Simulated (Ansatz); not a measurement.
Start from `[F][Ga]([F])[I]` and change one atom or group to get `[F][Ga]([F])[F]`.

Ansatz, PBE0-D4/def2-TZVP geometries, multiplicity 1. 

Elements past krypton have def2 core potentials. Scalar relativity is left out up to krypton.

| property | `[F][Ga]([F])[I]` |
| --- | --- |
| HOMO–LUMO gap (ωB97M-V/def2-TZVPP) / eV | 10.37 |
| size of the dipole moment (B3LYP/def2-TZVPP) / D | 2.16 |
| LUMO energy (B3LYP/def2-TZVPP) / eV | -2.64 |
| size of the dipole moment (ωB97M-V/def2-TZVPP) / D | 2.03 |
| HOMO energy (ωB97M-V/def2-TZVPP) / eV | -10.74 |
| HOMO–LUMO gap (B3LYP/def2-TZVPP) / eV | 5.71 |

What does the change do to each property? (Estimate.)

Computed: 
```
                                          property  `[F][Ga]([F])[F]`  shift
           HOMO–LUMO gap (ωB97M-V/def2-TZVPP) / eV              13.95   3.58
  size of the dipole moment (B3LYP/def2-TZVPP) / D               0.00  -2.16
               LUMO energy (B3LYP/def2-TZVPP) / eV              -2.78  -0.14
size of the dipole moment (ωB97M-V/def2-TZVPP) / D               0.00  -2.03
             HOMO energy (ωB97M-V/def2-TZVPP) / eV             -14.31  -3.57
             HOMO–LUMO gap (B3LYP/def2-TZVPP) / eV               8.68   2.97
```

With PBE0 the HOMO falls by 3.17 eV and the LUMO falls by 0.05 eV, so the gap widens by about 3.12 eV. PBE moves the HOMO by -2.26 eV and ωB97M-V by -3.57 eV.

B3LYP here is the variant with VWN-RPA as its local correlation; programs differ in this.

Spin–orbit coupling is left out; it splits and shifts lone-pair levels of the heavy atoms by tenths of an eV.
